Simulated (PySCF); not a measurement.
SMILES [OH2]->[Zn+2](<-[OH2])(<-[OH2])(<-[OH2])(<-[OH2])<-[OH2] (H12O6Zn (cation, charge +2)), GFN2-xTB optimised geometry.

```
19

Zn     0.00     0.00     0.00
O     -0.01    -0.07     2.02
H     -0.83    -0.11     2.53
H      0.65     0.34     2.60
O      2.02     0.00     0.00
H      2.58    -0.45     0.64
H      2.53     0.07    -0.81
O      0.03     2.01     0.00
H      0.86     2.51    -0.05
H     -0.61     2.59     0.43
O     -0.06    -2.02    -0.03
H     -0.14    -2.54     0.78
H      0.36    -2.59    -0.68
O     -2.02     0.02     0.03
H     -2.58     0.69    -0.39
H     -2.54    -0.79     0.07
O      0.03     0.03    -2.02
H     -0.40    -0.60    -2.60
H      0.10     0.86    -2.52
```

Density from CAM-B3LYP/def2-SVP in PySCF at that geometry.

Minimum of the electron density along straight lines between bonded atoms, close to the bond critical point (lines longer than 1.1 times the sum of covalent radii, or with two minima, are not listed):

```json
[
 {"bond": "Zn1–O2", "length / Å": "2.018", "ρ at the minimum / e bohr⁻³": "0.067", "∇²ρ there / e bohr⁻⁵": "0.41", "position (fraction from the first atom)": "0.48"},
 {"bond": "O2–H3", "length / Å": "0.966", "ρ at the minimum / e bohr⁻³": "0.341", "∇²ρ there / e bohr⁻⁵": "-2.67", "position (fraction from the first atom)": "0.83"},
 {"bond": "O2–H4", "length / Å": "0.965", "ρ at the minimum / e bohr⁻³": "0.341", "∇²ρ there / e bohr⁻⁵": "-2.64", "position (fraction from the first atom)": "0.83"},
 {"bond": "Zn1–O5", "length / Å": "2.018", "ρ at the minimum / e bohr⁻³": "0.067", "∇²ρ there / e bohr⁻⁵": "0.41", "position (fraction from the first atom)": "0.48"},
 {"bond": "O5–H6", "length / Å": "0.965", "ρ at the minimum / e bohr⁻³": "0.341", "∇²ρ there / e bohr⁻⁵": "-2.64", "position (fraction from the first atom)": "0.83"},
 {"bond": "O5–H7", "length / Å": "0.966", "ρ at the minimum / e bohr⁻³": "0.341", "∇²ρ there / e bohr⁻⁵": "-2.67", "position (fraction from the first atom)": "0.83"},
 {"bond": "Zn1–O8", "length / Å": "2.018", "ρ at the minimum / e bohr⁻³": "0.067", "∇²ρ there / e bohr⁻⁵": "0.41", "position (fraction from the first atom)": "0.48"},
 {"bond": "O8–H9", "length / Å": "0.966", "ρ at the minimum / e bohr⁻³": "0.341", "∇²ρ there / e bohr⁻⁵": "-2.67", "position (fraction from the first atom)": "0.83"},
 {"bond": "O8–H10", "length / Å": "0.965", "ρ at the minimum / e bohr⁻³": "0.341", "∇²ρ there / e bohr⁻⁵": "-2.64", "position (fraction from the first atom)": "0.83"},
 {"bond": "Zn1–O11", "length / Å": "2.018", "ρ at the minimum / e bohr⁻³": "0.067", "∇²ρ there / e bohr⁻⁵": "0.41", "position (fraction from the first atom)": "0.48"},
 {"bond": "O11–H12", "length / Å": "0.966", "ρ at the minimum / e bohr⁻³": "0.341", "∇²ρ there / e bohr⁻⁵": "-2.67", "position (fraction from the first atom)": "0.83"},
 {"bond": "O11–H13", "length / Å": "0.965", "ρ at the minimum / e bohr⁻³": "0.341", "∇²ρ there / e bohr⁻⁵": "-2.64", "position (fraction from the first atom)": "0.83"},
 {"bond": "Zn1–O14", "length / Å": "2.018", "ρ at the minimum / e bohr⁻³": "0.067", "∇²ρ there / e bohr⁻⁵": "0.41", "position (fraction from the first atom)": "0.48"},
 {"bond": "O14–H15", "length / Å": "0.965", "ρ at the minimum / e bohr⁻³": "0.341", "∇²ρ there / e bohr⁻⁵": "-2.64", "position (fraction from the first atom)": "0.83"},
 {"bond": "O14–H16", "length / Å": "0.966", "ρ at the minimum / e bohr⁻³": "0.341", "∇²ρ there / e bohr⁻⁵": "-2.67", "position (fraction from the first atom)": "0.83"},
 {"bond": "Zn1–O17", "length / Å": "2.018", "ρ at the minimum / e bohr⁻³": "0.067", "∇²ρ there / e bohr⁻⁵": "0.41", "position (fraction from the first atom)": "0.48"},
 {"bond": "O17–H18", "length / Å": "0.965", "ρ at the minimum / e bohr⁻³": "0.341", "∇²ρ there / e bohr⁻⁵": "-2.64", "position (fraction from the first atom)": "0.83"},
 {"bond": "O17–H19", "length / Å": "0.966", "ρ at the minimum / e bohr⁻³": "0.341", "∇²ρ there / e bohr⁻⁵": "-2.67", "position (fraction from the first atom)": "0.83"}
]
```
